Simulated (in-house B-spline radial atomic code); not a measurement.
# RPA and G0W0 on LC-wPBE: Br5+

Configuration [Ar] 3d10 4s2, mean-field start LC-wPBE. Computed with a B-spline radial code for spherical atoms: all electrons, non-relativistic, point nucleus, each spin shell either full or empty, empty states to l = 9 with an (l + 1/2)⁻⁴ tail; G0W0 by contour deformation at full frequency.

Command:
```bash
python run_gw.py task.json out
```
Settings (radii: box in bohr, nucleus in fm):
```
Z                        35
electrons                30
configuration            [Ar] 3d10 4s2
hamiltonian              nr
method                   lc_wpbe
lmax                     9
spin_polarised           False
box_radius               10.43
intervals                50
ion_configuration        [Ar] 3d10 4s1
```

Time taken, with all properties: 6.6 s on 1 thread of Intel(R) Xeon(R) Platinum 8488C (shared host).

Energies (hartree):

| term | value |
| --- | --- |
| mean-field total | -2567.39659 |
| Hartree-Fock functional on these orbitals | -2566.17899 |
| direct second order | -2.5314 |
| second-order exchange | 0.73173 |
| SOSEX correction | 0.67761 |

(1) What is the RPA correlation energy, and what remains with SOSEX?

Quasi-particle levels (eV):

```
level  occupied  mean field  Σx - vxc     Σc  QP weight     G0W0
   4s       yes      -84.53      0.15      ?          ?        ?
   3d       yes     -144.36    -13.94   3.21      0.941  -155.09
   4p        no      -60.69      2.91  -1.55      0.972   -59.33
```

G0W0 = mean field + (Σx - vxc) + Σc, with Σc (partial-wave tail included) taken at the quasi-particle energy. Only the outer levels were computed. Levels of low weight are left out.

(2) Where does G0W0 put 4s?

(3) What does it cost to remove one electron (to [Ar] 3d10 4s1) by differences of total energies, each species on its own start (correlation terms add to the Hartree-Fock functional)?

Answers

(1) RPA gives -2.2275 hartree (-2.02 eV per electron); RPA + SOSEX gives -1.5499, and the second-order doubles -1.7997 hartree (no singles). SOSEX takes back 30 % of the RPA value.

(2) At -86.58 eV, with Σc = -2.21 eV and a quasi-particle weight of 0.973. The tabulated removal energy is 87.39 ± 0.025 eV (NIST, measured); the calculation leaves out relativity, Breit and QED terms, and what these don't explain is the method's own error.

(3) LC-wPBE 86.42 eV, Hartree-Fock functional 83.98 eV, + RPA 86.24 eV, + RPA + SOSEX 85.73 eV, + second order 86.41 eV. Tabulated: 87.39 ± 0.025 eV (NIST, measured); the calculation leaves out relativity, Breit and QED terms, and what these don't explain is the method's own error.
